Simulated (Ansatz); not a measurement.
Ansatz (an electronic-structure program) input (B3LYP-D3(BJ)/def2-TZVP):

Ansatz 0.2 input:
```yaml
crystal:
  periodic: [false, false, false]
  atoms:
    - {symbol: Si, position_ang: [-0.57094198, 0.00991701, 0.60583621]}
    - {symbol: F, position_ang: [-1.12171734, -1.20912240, -0.38883768]}
    - {symbol: F, position_ang: [-1.04384326, 1.28641517, -0.35629868]}
    - {symbol: Cl, position_ang: [1.61666077, -0.04908666, -0.10443998]}
basis:
  gaussian:
    orbitals: def2-TZVP
hamiltonian:
  xc: b3lyp
  dispersion: d3bj
total_charge: -1
phonons: {temperatures: {t_min: 298.15, t_max: 298.15, t_step: 100}}
```

Output:

```
Functional definition: B3LYP
integrals: 0.05 GiB planned
836 factors; their error is unknown
mean field: 0.46 GiB planned
mean field evaluation 1: about -25843.6560 eV, gradient 1.1e1 eV
mean field evaluation 2: about -25843.6638 eV, gradient 1.1e1 eV
mean field evaluation 4: about -25843.9652 eV, gradient 5.4e-1 eV
mean field evaluation 8: about -25844.0386 eV, gradient 2.1e-2 eV
mean field evaluation 16: about -25844.0386 eV, gradient 1.0e-5 eV
mean field -25844.03860348 eV, -949.7509009592 hartree, gradient 1.0e-5 eV, S^2 0.000000; 0 other end points of the search recorded, 0 dependent functions left out
the calculation of the forces begins
reference -25844.03880366 eV, -949.7509083156 hartree; 25, 25 occupied and 111, 111 virtual orbitals, 836 factors
these checks for a lower state are left out or cut short: stability, starts, cluster_reference, orbital_swaps, neighbouring_geometries, increment
integrals: 0.05 GiB planned
836 factors; their error is unknown
mean field: 0.46 GiB planned
mean field -25844.03856389 eV, -949.7508995045 hartree, gradient 3.0e-6 eV, S^2 0.000000; 0 other end points of the search recorded, 0 dependent functions left out
the calculation of the forces begins
reference -25844.03876407 eV, -949.7509068609 hartree; 25, 25 occupied and 111, 111 virtual orbitals, 836 factors
these checks for a lower state are left out or cut short: stability, starts, cluster_reference, orbital_swaps, neighbouring_geometries, increment
integrals: 0.05 GiB planned
836 factors; their error is unknown
mean field: 0.46 GiB planned
mean field -25844.03857904 eV, -949.7509000610 hartree, gradient 2.6e-6 eV, S^2 0.000000; 0 other end points of the search recorded, 0 dependent functions left out
the calculation of the forces begins
reference -25844.03877921 eV, -949.7509074175 hartree; 25, 25 occupied and 111, 111 virtual orbitals, 836 factors
these checks for a lower state are left out or cut short: stability, starts, cluster_reference, orbital_swaps, neighbouring_geometries, increment
integrals: 0.05 GiB planned
836 factors; their error is unknown
mean field: 0.46 GiB planned
mean field evaluation 32: about -25844.0385 eV, gradient 1.6e-1 eV
mean field -25844.03852855 eV, -949.7508982057 hartree, gradient 1.0e-6 eV, S^2 0.000000; 0 other end points of the search recorded, 0 dependent functions left out
the calculation of the forces begins
reference -25844.03872871 eV, -949.7509055613 hartree; 25, 25 occupied and 111, 111 virtual orbitals, 836 factors
these checks for a lower state are left out or cut short: stability, starts, cluster_reference, orbital_swaps, neighbouring_geometries, increment
integrals: 0.05 GiB planned
836 factors; their error is unknown
mean field: 0.46 GiB planned
mean field -25844.03852922 eV, -949.7508982305 hartree, gradient 1.7e-6 eV, S^2 0.000000; 0 other end points of the search recorded, 0 dependent functions left out
the calculation of the forces begins
reference -25844.03872942 eV, -949.7509055877 hartree; 25, 25 occupied and 111, 111 virtual orbitals, 836 factors
these checks for a lower state are left out or cut short: stability, starts, cluster_reference, orbital_swaps, neighbouring_geometries, increment
integrals: 0.05 GiB planned
836 factors; their error is unknown
mean field: 0.46 GiB planned
mean field -25844.03857038 eV, -949.7508997431 hartree, gradient 1.3e-6 eV, S^2 0.000000; 0 other end points of the search recorded, 0 dependent functions left out
the calculation of the forces begins
reference -25844.03877056 eV, -949.7509070996 hartree; 25, 25 occupied and 111, 111 virtual orbitals, 836 factors
these checks for a lower state are left out or cut short: stability, starts, cluster_reference, orbital_swaps, neighbouring_geometries, increment
integrals: 0.05 GiB planned
836 factors; their error is unknown
mean field: 0.46 GiB planned
mean field -25844.03861209 eV, -949.7509012758 hartree, gradient 1.5e-6 eV, S^2 0.000000; 0 other end points of the search recorded, 0 dependent functions left out
the calculation of the forces begins
reference -25844.03881227 eV, -949.7509086322 hartree; 25, 25 occupied and 111, 111 virtual orbitals, 836 factors
these checks for a lower state are left out or cut short: stability, starts, cluster_reference, orbital_swaps, neighbouring_geometries, increment
integrals: 0.05 GiB planned
836 factors; their error is unknown
mean field: 0.46 GiB planned
mean field -25844.03854847 eV, -949.7508989378 hartree, gradient 1.7e-6 eV, S^2 0.000000; 0 other end points of the search recorded, 0 dependent functions left out
the calculation of the forces begins
reference -25844.03874865 eV, -949.7509062943 hartree; 25, 25 occupied and 111, 111 virtual orbitals, 836 factors
these checks for a lower state are left out or cut short: stability, starts, cluster_reference, orbital_swaps, neighbouring_geometries, increment
integrals: 0.05 GiB planned
836 factors; their error is unknown
mean field: 0.46 GiB planned
mean field evaluation 64: about -25844.0386 eV, gradient 3.4e-5 eV
mean field -25844.03857733 eV, -949.7508999984 hartree, gradient 1.7e-6 eV, S^2 0.000000; 0 other end points of the search recorded, 0 dependent functions left out
the calculation of the forces begins
reference -25844.03877751 eV, -949.7509073547 hartree; 25, 25 occupied and 111, 111 virtual orbitals, 836 factors
these checks for a lower state are left out or cut short: stability, starts, cluster_reference, orbital_swaps, neighbouring_geometries, increment
integrals: 0.05 GiB planned
836 factors; their error is unknown
mean field: 0.46 GiB planned
mean field -25844.03857506 eV, -949.7508999150 hartree, gradient 1.6e-6 eV, S^2 0.000000; 0 other end points of the search recorded, 0 dependent functions left out
the calculation of the forces begins
reference -25844.03877523 eV, -949.7509072710 hartree; 25, 25 occupied and 111, 111 virtual orbitals, 836 factors
these checks for a lower state are left out or cut short: stability, starts, cluster_reference, orbital_swaps, neighbouring_geometries, increment
integrals: 0.05 GiB planned
836 factors; their error is unknown
mean field: 0.46 GiB planned
mean field -25844.03857768 eV, -949.7509000111 hartree, gradient 1.4e-6 eV, S^2 0.000000; 0 other end points of the search recorded, 0 dependent functions left out
the calculation of the forces begins
reference -25844.03877787 eV, -949.7509073680 hartree; 25, 25 occupied and 111, 111 virtual orbitals, 836 factors
these checks for a lower state are left out or cut short: stability, starts, cluster_reference, orbital_swaps, neighbouring_geometries, increment
integrals: 0.05 GiB planned
836 factors; their error is unknown
mean field: 0.46 GiB planned
mean field -25844.03863511 eV, -949.7509021216 hartree, gradient 2.2e-6 eV, S^2 0.000000; 0 other end points of the search recorded, 0 dependent functions left out
the calculation of the forces begins
reference -25844.03883528 eV, -949.7509094779 hartree; 25, 25 occupied and 111, 111 virtual orbitals, 836 factors
these checks for a lower state are left out or cut short: stability, starts, cluster_reference, orbital_swaps, neighbouring_geometries, increment
integrals: 0.05 GiB planned
836 factors; their error is unknown
mean field: 0.46 GiB planned
mean field -25844.03853841 eV, -949.7508985681 hartree, gradient 2.0e-6 eV, S^2 0.000000; 0 other end points of the search recorded, 0 dependent functions left out
the calculation of the forces begins
reference -25844.03873859 eV, -949.7509059246 hartree; 25, 25 occupied and 111, 111 virtual orbitals, 836 factors
these checks for a lower state are left out or cut short: stability, starts, cluster_reference, orbital_swaps, neighbouring_geometries, increment
integrals: 0.05 GiB planned
836 factors; their error is unknown
mean field: 0.46 GiB planned
mean field evaluation 96: about -25844.0386 eV, gradient 9.6e-6 eV
mean field -25844.03859844 eV, -949.7509007743 hartree, gradient 1.4e-6 eV, S^2 0.000000; 0 other end points of the search recorded, 0 dependent functions left out
the calculation of the forces begins
reference -25844.03879863 eV, -949.7509081309 hartree; 25, 25 occupied and 111, 111 virtual orbitals, 836 factors
these checks for a lower state are left out or cut short: stability, starts, cluster_reference, orbital_swaps, neighbouring_geometries, increment
integrals: 0.05 GiB planned
836 factors; their error is unknown
mean field: 0.46 GiB planned
mean field -25844.03860138 eV, -949.7509008821 hartree, gradient 1.5e-6 eV, S^2 0.000000; 0 other end points of the search recorded, 0 dependent functions left out
the calculation of the forces begins
reference -25844.03880155 eV, -949.7509082384 hartree; 25, 25 occupied and 111, 111 virtual orbitals, 836 factors
Total energy: -25844.18685809 eV, -949.7563492159 hartree
Atom 0 at    -0.570942     0.009917     0.605836 Å, force    -0.000453     0.000028    -0.001048 eV/Å
Atom 1 at    -1.121717    -1.209122    -0.388838 Å, force     0.000239     0.000521     0.000513 eV/Å
Atom 2 at    -1.043843     1.286415    -0.356299 Å, force     0.000206    -0.000548     0.000499 eV/Å
Atom 3 at     1.616661    -0.049087    -0.104440 Å, force     0.000008    -0.000001     0.000035 eV/Å
Dipole moment:    -0.080778     0.003116    -0.045646 e Å
Vibrations: 187.33 211.35 320.18 376.60 707.35 726.90 cm⁻¹, zero-point energy 0.156822 eV
```

It need not be the lowest isomer of its formula. Whether it binds its extra electron was not tested at this geometry.
